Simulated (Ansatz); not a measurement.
```xyz
8

C    -0.503    1.567   -1.401
C    -0.318    0.776   -0.508
Si   -0.048   -0.439    0.831
O     1.273   -1.368    0.535
H    -0.665    2.269   -2.186
H    -1.286   -1.252    0.937
H     0.225    0.267    2.100
H     1.322   -1.820   -0.309
```

The species carries charge 0 and has multiplicity 1.

Problem. List the CAM-B3LYP/def2-TZVPP orbital energies in eV (Ansatz 0.2.0). (An estimate is asked.)

Solution. The calculation gave: Occupied: -1801.73, -522.69, -279.23, -278.68, -146.20, -101.56, -101.53, -101.50, -29.80, -22.79, -18.20, -16.84, -15.32, -12.94, -12.61, -11.51, -10.68, -9.87, -9.66. Lowest empty: 0.47, 1.17, 2.17, 2.51, 2.94, 3.26, 3.36, 4.35.
